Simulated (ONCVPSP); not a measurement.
## caesium (Cs): ONCV pseudisation with LDA (Perdew-Wang 92), fully relativistic reference atom.

Input for ONCVPSP 4.0.1:

```
# ATOM AND REFERENCE CONFIGURATION
# atsym  z   nc   nv     iexc    psfile
  Cs 55.00    9    4  -001012      upf
#
#   n    l    f
    1    0    2.00
    2    0    2.00
    2    1    6.00
    3    0    2.00
    3    1    6.00
    3    2   10.00
    4    0    2.00
    4    1    6.00
    4    2   10.00
    5    0    2.00
    5    1    6.00
    6    0    0.75
    6    1    0.25
#
# PSEUDOPOTENTIAL AND OPTIMIZATION
# lmax
    2
#
#   l,   rc,      ep,       ncon, nbas, qcut
    0    3.00    0.00    5   10    3.40
    1    3.85    0.00    4    8    3.70
    2    3.50    0.41    3    7    3.10
#
# LOCAL POTENTIAL
# lloc, lpopt,  rc(5),   dvloc0
    4    5    2.40    0.00
#
# VANDERBILT-KLEINMAN-BYLANDER PROJECTORs
# l, nproj, debl
    0    3    2.90
    1    2    2.80
    2    2    0.90
#
# MODEL CORE CHARGE
# icmod, fcfact, rcfact
    3    4.25    1.50
#
# LOG DERIVATIVE ANALYSIS
# epsh1, epsh2, depsh
   -3.00    5.00    0.02
#
# OUTPUT GRID
# rlmax, drl
    6.00    0.01
#
# TEST CONFIGURATIONS
# ncnf
    4
# nvcnf
#   n    l    f
    4
    5    0    2.00
    5    1    6.00
    6    0    1.00
    6    1    0.00
#
    4
    5    0    2.00
    5    1    6.00
    6    0    0.00
    6    1    0.00
#
    4
    5    0    2.00
    5    1    6.00
    6    0    0.50
    6    1    0.00
#
    4
    5    0    1.00
    5    1    6.00
    6    0    1.00
    6    1    0.00
#
```

Command:

```bash
oncvpspr.x < Cs.dat > Cs.out
```

Resulting log (shortened: citation, most of the input echo, consistency checks and plot data are left out):

```
ONCVPSP  (Optimized Norm-Conservinng Vanderbilt PSeudopotential)
relativistic version 4.0.1

#   n    l    f        energy (Ha)
    1    0    2.00    -1.3131886D+03
    2    0    2.00    -2.0595939D+02
    2    1    6.00    -1.8092205D+02    -1.9385074D+02
    3    0    2.00    -4.2810320D+01
    3    1    6.00    -3.5266874D+01    -3.7743277D+01
    3    2   10.00    -2.5804252D+01    -2.6330599D+01
    4    0    2.00    -8.0778217D+00
    4    1    6.00    -5.7493521D+00    -6.2588993D+00
    4    2   10.00    -2.7034628D+00    -2.7878844D+00
    5    0    2.00    -9.9934995D-01
    5    1    6.00    -4.9282498D-01    -5.5433232D-01
    6    0    0.75    -8.8065127D-02
    6    1    0.25    -3.3914607D-02    -3.6815059D-02

Reference configufation results
  iterations    27
  all-electron total energy (Ha)   -7.78416021D+03

Begin loop to  construct optimized pseudo wave functions
and semi-local pseudopoentials for all angular momenta

   Wellstate for l =  0  n =  9 kap= -1
     eigenvalue =   2.8119
     asymptotic potential =   3.3119
     half-point radius =  5.5221

Calculating optimized projector #   1

 for l=   0

    Fraction of norm inside rc  0.968349
    Optimizing pswf for qcut=   3.40 a_B^-1,  ecut=   5.79 Ha
    Residual kinetic energy error=  9.03D-05 Ha

    Energy error per electron        Cutoff
         Ha          eV             Ha
         0.01000     0.27211        1.58
         0.00100     0.02721        4.02
         0.00010     0.00272        5.87
         0.00001     0.00027       29.25

Calculating optimized projector #   2

 for l=   0

    Fraction of norm inside rc  0.067659
    Optimizing pswf for qcut=   3.40 a_B^-1,  ecut=   5.79 Ha
    Residual kinetic energy error=  5.83D-05 Ha

    Energy error per electron        Cutoff
         Ha          eV             Ha
         0.01000     0.27211        1.19
         0.00100     0.02721        3.31
         0.00010     0.00272        5.41
         0.00001     0.00027       14.23

Calculating optimized projector #   3

 for l=   0

    Fraction of norm inside rc  0.130874
    Optimizing pswf for qcut=   3.40 a_B^-1,  ecut=   5.79 Ha
    Residual kinetic energy error=  1.92D-02 Ha

    Energy error per electron        Cutoff
         Ha          eV             Ha
         0.01000     0.27211        6.28
         0.00100     0.02721       18.94
         0.00010     0.00272       47.41
         0.00001     0.00027       53.17

Calculating optimized projector #   1

 for l=   1

    Fraction of norm inside rc  0.969555
    Optimizing pswf for qcut=   3.70 a_B^-1,  ecut=   6.83 Ha
    Residual kinetic energy error=  6.53D-08 Ha

    Energy error per electron        Cutoff
         Ha          eV             Ha
         0.01000     0.27211        2.84
         0.00100     0.02721        3.87
         0.00010     0.00272        4.77
         0.00001     0.00027        5.47

Calculating optimized projector #   2

 for l=   1

    Fraction of norm inside rc  0.042511
    Optimizing pswf for qcut=   3.70 a_B^-1,  ecut=   6.83 Ha
    Residual kinetic energy error=  2.30D-08 Ha

    Energy error per electron        Cutoff
         Ha          eV             Ha
         0.01000     0.27211        1.46
         0.00100     0.02721        2.70
         0.00010     0.00272        3.73
         0.00001     0.00027        4.65

Calculating optimized projector #   1

 for l=   1

    Fraction of norm inside rc  0.978841
    Optimizing pswf for qcut=   3.70 a_B^-1,  ecut=   6.83 Ha
    Residual kinetic energy error=  1.39D-07 Ha

    Energy error per electron        Cutoff
         Ha          eV             Ha
         0.01000     0.27211        3.08
         0.00100     0.02721        4.11
         0.00010     0.00272        4.94
         0.00001     0.00027        5.67

Calculating optimized projector #   2

 for l=   1

    Fraction of norm inside rc  0.052037
    Optimizing pswf for qcut=   3.70 a_B^-1,  ecut=   6.83 Ha
    Residual kinetic energy error=  1.91D-08 Ha

    Energy error per electron        Cutoff
         Ha          eV             Ha
         0.01000     0.27211        1.65
         0.00100     0.02721        2.98
         0.00010     0.00272        4.04
         0.00001     0.00027        4.92

WARNING wellstate: moderately localized bound state found for n= 5 l=  2
WARNING scattering state with energy  0.05000000
WARNING will be used for the first projector

   Wellstate for l =  2  n =  6 kap= -3
     eigenvalue =   0.0500
     asymptotic potential =   0.5500
     half-point radius = 24.1590

   Wellstate for l =  2  n =  7 kap= -3
     eigenvalue =   0.9500
     asymptotic potential =   1.4500
     half-point radius =  6.6602

Calculating optimized projector #   1

 for l=   2

    Fraction of norm inside rc  0.159300
    Optimizing pswf for qcut=   3.10 a_B^-1,  ecut=   4.80 Ha
    Residual kinetic energy error=  1.03D-05 Ha

    Energy error per electron        Cutoff
         Ha          eV             Ha
         0.01000     0.27211        1.89
         0.00100     0.02721        3.08
         0.00010     0.00272        3.92
         0.00001     0.00027        5.42

Calculating optimized projector #   2

 for l=   2

    Fraction of norm inside rc  0.215226
    Optimizing pswf for qcut=   3.10 a_B^-1,  ecut=   4.80 Ha
    Residual kinetic energy error=  6.96D-04 Ha

    Energy error per electron        Cutoff
         Ha          eV             Ha
         0.01000     0.27211        3.42
         0.00100     0.02721        4.75
         0.00010     0.00272        7.43
         0.00001     0.00027       18.43

   Wellstate for l =  2  n =  5 kap=  2
     eigenvalue =   0.4100

   Wellstate for l =  2  n =  7 kap=  2
     eigenvalue =   0.8769

Calculating optimized projector #   1

 for l=   2

    Fraction of norm inside rc  0.328098
    Optimizing pswf for qcut=   3.10 a_B^-1,  ecut=   4.80 Ha
    Residual kinetic energy error=  1.82D-05 Ha

    Energy error per electron        Cutoff
         Ha          eV             Ha
         0.01000     0.27211        2.17
         0.00100     0.02721        3.29
         0.00010     0.00272        4.13
         0.00001     0.00027        6.14

Calculating optimized projector #   2

 for l=   2

    Fraction of norm inside rc  0.217380
    Optimizing pswf for qcut=   3.10 a_B^-1,  ecut=   4.80 Ha
    Residual kinetic energy error=  8.19D-04 Ha

    Energy error per electron        Cutoff
         Ha          eV             Ha
         0.01000     0.27211        3.48
         0.00100     0.02721        4.87
         0.00010     0.00272        8.13
         0.00001     0.00027       19.03

Construct Vanderbilt / Kleinmman-Bylander projectors

B matrix Hermiticity error, ll=  0  kap= -1
   1   2    4.0553D-05
   1   3   -2.4920D-04
   2   3    6.5590D-05

  Orthonormal projector coefficients  5.0845E+00  1.6397E+00  3.8891E-01

B matrix Hermiticity error, ll=  1  kap= -2
   1   2    1.0615D-05

  Orthonormal projector coefficients  1.2021E+00  1.3466E-01

B matrix Hermiticity error, ll=  1  kap=  1
   1   2    1.2986D-05

  Orthonormal projector coefficients  1.2446E+00  1.6265E-01

B matrix Hermiticity error, ll=  2  kap= -3
   1   2    1.7452D-05

  Orthonormal projector coefficients -1.2831E+00  7.4562E-01

B matrix Hermiticity error, ll=  2  kap=  2
   1   2   -2.4286D-05

  Orthonormal projector coefficients -1.0166E+00  7.6912E-01

 Orthonormal scalar projector coefficients, l =  1
  1.2092E+00  1.4642E-01  4.6902E-03  2.7126E-05

 Orthonormal spin-orbit projector coefficients, l =  1
 -1.5902E-01  9.3289E-02  1.9088E-02 -3.1817E-04

 Orthonormal scalar projector coefficients, l =  2
 -1.1741E+00  7.5284E-01 -2.4921E-04  5.5067E-05

 Orthonormal spin-orbit projector coefficients, l =  2
 -1.3107E-01  1.3939E-02  2.3747E-03 -1.2425E-03

Model core correction analysis
  based on d2Exc/dn_idn_j

d2excae - all-electron derivatives

   -1.811908D-02   -1.533768D-02   -1.292281D-03   -5.404261D-04
   -1.533773D-02   -1.518116D-02   -2.659995D-03   -8.601239D-04
   -1.292139D-03   -2.658703D-03   -2.544436D-02   -2.024465D-02
   -5.404247D-04   -8.599240D-04   -2.021254D-02   -2.733433D-02

d2excps - pseudofunction derivatives with no core correction

   -3.423641D-02   -2.445530D-02   -2.531091D-03   -9.297089D-04
   -2.445634D-02   -2.313868D-02   -3.754750D-03   -1.230738D-03
   -2.531134D-03   -3.752243D-03   -2.989501D-02   -2.361310D-02
   -9.297916D-04   -1.230435D-03   -2.353268D-02   -3.289751D-02

rms 2nd derivative error    5.961015E-03

rmatch, rhocmatch    1.3446    2.1724

Teter function model core charge with specified parameters

d2excps - pseudofunction derivatives with core correction

   -2.063152D-02   -1.726648D-02   -1.667579D-03   -6.224013D-04
   -1.726636D-02   -1.815427D-02   -3.377789D-03   -1.039090D-03
   -1.667248D-03   -3.375249D-03   -2.982828D-02   -2.359385D-02
   -6.223908D-04   -1.038762D-03   -2.351342D-02   -3.288883D-02

rms 2nd derivative error    2.451574E-03

Pseudoatom total energy  -20.876544

Diagnostic tests using Vanderbilt-Kleinman-Bylander pseudopotentials
  relativistic with J = L +/- 1/2 projectors

   l  kap   rcore       rmatch      e in        delta e    norm test   slope test

   0  -1   3.0152015   3.1067496  -0.9993500   0.0000003   1.0000783   1.0000731
   0  -1   3.0152015   3.1067496  -0.0880651   0.0000003   1.0000116   1.0000095
   0  -1   3.0152015   3.1067496   2.8119349   0.0000273   1.0001707   1.0001707

   1  -2   3.8533065   3.9703012  -0.4928250   0.0000001   1.0000507   1.0000495
   1   1   3.8533065   3.9703012  -0.5543323   0.0000003   1.0000500   1.0000471
   1  -2   3.8533065   3.9703012  -0.0339146   0.0000001   1.0000059   1.0000047
   1   1   3.8533065   3.9703012  -0.0368151   0.0000003   1.0000091   1.0000075

   2  -3   3.5015946   3.6079106   0.0500000  -0.0000144   1.0000088   1.0000088
   2   2   3.5015946   3.6079106  -0.0230792  -0.0000158   1.0000050   1.0000050
   2  -3   3.5015946   3.6079106   0.9500000  -0.0000125   1.0000748   1.0000748
   2   2   3.5015946   3.6079106   0.9453896  -0.0000195   1.0000819   1.0000819

Diagnostic tests using Vanderbilt-Kleinman-Bylander pseudopotentials
  relativistic with scalar and spin-orbit non-local projectors

   l  kap   rcore       rmatch      e in        delta e    norm test   slope test

   0  -1   3.0152015   3.1067496  -0.9993500   0.0000003   1.0000783   1.0000731
   0  -1   3.0152015   3.1067496  -0.0880651   0.0000003   1.0000116   1.0000095
   0  -1   3.0152015   3.1067496   2.8119349   0.0000273   1.0001707   1.0001707

   1  -2   3.8533065   3.9703012  -0.4928250  -0.0000018   1.0000455   1.0000417
   1   1   3.8533065   3.9703012  -0.5543323  -0.0000014   1.0000441   1.0000393
   1  -2   3.8533065   3.9703012  -0.0339146   0.0000000   1.0000033   1.0000057
   1   1   3.8533065   3.9703012  -0.0368151   0.0000001   1.0000049   1.0000098

   2  -3   3.5015946   3.6079106   0.0500000   0.0000686   0.9999745   0.9999745
   2   2   3.5015946   3.6079106  -0.0230792   0.0000625   0.9999668   0.9999668
   2  -3   3.5015946   3.6079106   0.9500000  -0.0000051   1.0001192   1.0001192
   2   2   3.5015946   3.6079106   0.9453896  -0.0000140   1.0001234   1.0001234

Ghost test for J = L + 1/2

 Testing for bound ghosts
   n   l    E NL Schr. Eq   E Basis Diag.   E Cutoff

   1   0       -0.999350       -0.999350     61.70
   2   0       -0.088065       -0.072902     61.70

   2   1       -0.492825       -0.492825     20.56
   3   1       -0.033915       -0.019410     20.56

   3   2       -0.024351       -0.016601     20.96

 Testing for highly-localized positive-energy ghosts
       l    <radius>/rc     E Basis Diag.   E Cutoff

       0        0.841172        5.618488     61.70  WARNING - GHOST(+)

Ghost test for J = L - 1/2

 Testing for bound ghosts
   n   l    E NL Schr. Eq   E Basis Diag.   E Cutoff

   1   0       -0.999350       -0.999350     61.70
   2   0       -0.088065       -0.072902     61.70

   2   1       -0.554332       -0.554332     20.56
   3   1       -0.036815       -0.024251     20.56

   3   2       -0.025968       -0.018897     20.96

 Testing for highly-localized positive-energy ghosts
       l    <radius>/rc     E Basis Diag.   E Cutoff

       0        0.841172        5.618488     61.70  WARNING - GHOST(+)

Test configuration 0

   n   l kap    f        eae           eps        diff
   1   0  -1  2.0000-1313.18857477
   2   0  -1  2.0000 -205.95938696
   2   1  -2  4.0000 -180.92204629
   2   1   1  2.0000 -193.85073730
   3   0  -1  2.0000  -42.81032004
   3   1  -2  4.0000  -35.26687388
   3   1   1  2.0000  -37.74327662
   3   2  -3  6.0000  -25.80425182
   3   2   2  4.0000  -26.33059874
   4   0  -1  2.0000   -8.07782174
   4   1  -2  4.0000   -5.74935209
   4   1   1  2.0000   -6.25889929
   4   2  -3  6.0000   -2.70346284
   4   2   2  4.0000   -2.78788439
   5   0  -1  2.0000   -0.99934995   -0.99934966    2.90E-07
   5   1  -2  4.0000   -0.49282498   -0.49282489    9.02E-08
   5   1   1  2.0000   -0.55433232   -0.55433206    2.57E-07
   6   0  -1  0.7500   -0.08806513   -0.08806483    2.96E-07
   6   1  -2  0.1667   -0.03391461   -0.03391454    7.19E-08
   6   1   1  0.0833   -0.03681506   -0.03681481    2.52E-07

    Total energies and differences
      AE_ref= -7.78416021E+03  AE_tst= -7.78416021E+03  dif=  0.00E+00
      PS_ref= -2.08765438E+01  PS_tst= -2.08765438E+01  dif= -3.62E-13
      PSP excitation error=  3.62E-13

Test configuration 1

   n   l kap    f        eae           eps        diff
   1   0  -1  2.0000-1313.17634649
   2   0  -1  2.0000 -205.94714934
   2   1  -2  4.0000 -180.90981711
   2   1   1  2.0000 -193.83851010
   3   0  -1  2.0000  -42.79806573
   3   1  -2  4.0000  -35.25462106
   3   1   1  2.0000  -37.73102395
   3   2  -3  6.0000  -25.79199851
   3   2   2  4.0000  -26.31834557
   4   0  -1  2.0000   -8.06558325
   4   1  -2  4.0000   -5.73711948
   4   1   1  2.0000   -6.24666416
   4   2  -3  6.0000   -2.69124037
   4   2   2  4.0000   -2.77566097
   5   0  -1  2.0000   -0.98721777   -0.98716190    5.59E-05
   5   1  -2  4.0000   -0.48102029   -0.48103530   -1.50E-05
   5   1   1  2.0000   -0.54242152   -0.54243133   -9.81E-06
   6   0  -1  1.0000   -0.08176474   -0.08176079    3.94E-06
   6   1  -2  0.0000   -0.02777929   -0.02777929    0.00E+00
   6   1   1  0.0000   -0.03072545   -0.03072545    0.00E+00

    Total energies and differences
      AE_ref= -7.78416021E+03  AE_tst= -7.78417346E+03  dif= -1.33E-02
      PS_ref= -2.08765438E+01  PS_tst= -2.08897949E+01  dif= -1.33E-02
      PSP excitation error= -9.69E-07

Test configuration 2

   n   l kap    f        eae           eps        diff
   1   0  -1  2.0000-1313.37195305
   2   0  -1  2.0000 -206.14267756
   2   1  -2  4.0000 -181.10532177
   2   1   1  2.0000 -194.03401250
   3   0  -1  2.0000  -42.99358511
   3   1  -2  4.0000  -35.45013415
   3   1   1  2.0000  -37.92654125
   3   2  -3  6.0000  -25.98751917
   3   2   2  4.0000  -26.51386703
   4   0  -1  2.0000   -8.26087627
   4   1  -2  4.0000   -5.93236293
   4   1   1  2.0000   -6.44193095
   4   2  -3  6.0000   -2.88639027
   4   2   2  4.0000   -2.97082035
   5   0  -1  2.0000   -1.18125808   -1.18154179   -2.84E-04
   5   1  -2  4.0000   -0.67258452   -0.67257586    8.66E-06
   5   1   1  2.0000   -0.73478673   -0.73479101   -4.27E-06
   6   0  -1  0.0000   -0.20751552   -0.20751552    0.00E+00
   6   1  -2  0.0000   -0.12082012   -0.12082012    0.00E+00
   6   1   1  0.0000   -0.12765368   -0.12765368    0.00E+00

    Total energies and differences
      AE_ref= -7.78416021E+03  AE_tst= -7.78402660E+03  dif=  1.34E-01
      PS_ref= -2.08765438E+01  PS_tst= -2.07429212E+01  dif=  1.34E-01
      PSP excitation error= -1.15E-05

Test configuration 3

   n   l kap    f        eae           eps        diff
   1   0  -1  2.0000-1313.26814575
   2   0  -1  2.0000 -206.03891743
   2   1  -2  4.0000 -181.00157673
   2   1   1  2.0000 -193.93026901
   3   0  -1  2.0000  -42.88982978
   3   1  -2  4.0000  -35.34638279
   3   1   1  2.0000  -37.82278728
   3   2  -3  6.0000  -25.88376302
   3   2   2  4.0000  -26.41011039
   4   0  -1  2.0000   -8.15726138
   4   1  -2  4.0000   -5.82877874
   4   1   1  2.0000   -6.33833233
   4   2  -3  6.0000   -2.78286335
   4   2   2  4.0000   -2.86728763
   5   0  -1  2.0000   -1.07841338   -1.07848089   -6.75E-05
   5   1  -2  4.0000   -0.57131457   -0.57131557   -9.98E-07
   5   1   1  2.0000   -0.63300851   -0.63301088   -2.38E-06
   6   0  -1  0.5000   -0.14723608   -0.14724154   -5.46E-06
   6   1  -2  0.0000   -0.07975634   -0.07975634    0.00E+00
   6   1   1  0.0000   -0.08428459   -0.08428459    0.00E+00

    Total energies and differences
      AE_ref= -7.78416021E+03  AE_tst= -7.78411638E+03  dif=  4.38E-02
      PS_ref= -2.08765438E+01  PS_tst= -2.08327102E+01  dif=  4.38E-02
      PSP excitation error= -6.81E-07

Test configuration 4

   n   l kap    f        eae           eps        diff
   1   0  -1  2.0000-1313.61919193
   2   0  -1  2.0000 -206.38633387
   2   1  -2  4.0000 -181.34896587
   2   1   1  2.0000 -194.27776172
   3   0  -1  2.0000  -43.23614168
   3   1  -2  4.0000  -35.69262307
   3   1   1  2.0000  -38.16914692
   3   2  -3  6.0000  -26.23009121
   3   2   2  4.0000  -26.75646628
   4   0  -1  2.0000   -8.49805924
   4   1  -2  4.0000   -6.16833973
   4   1   1  2.0000   -6.67849499
   4   2  -3  6.0000   -3.11923083
   4   2   2  4.0000   -3.20399032
   5   0  -1  1.0000   -1.36247782   -1.37548546   -1.30E-02
   5   1  -2  4.0000   -0.82906525   -0.83335860   -4.29E-03
   5   1   1  2.0000   -0.89759935   -0.90154972   -3.95E-03
   6   0  -1  1.0000   -0.28088047   -0.28160263   -7.22E-04
   6   1  -2  0.0000   -0.18240992   -0.18240992    0.00E+00
   6   1   1  0.0000   -0.19095817   -0.19095817    0.00E+00

    Total energies and differences
      AE_ref= -7.78416021E+03  AE_tst= -7.78300277E+03  dif=  1.16E+00
      PS_ref= -2.08765438E+01  PS_tst= -1.97131570E+01  dif=  1.16E+00
      PSP excitation error= -5.95E-03
```

The run took about 12 s on one core of a shared server CPU.
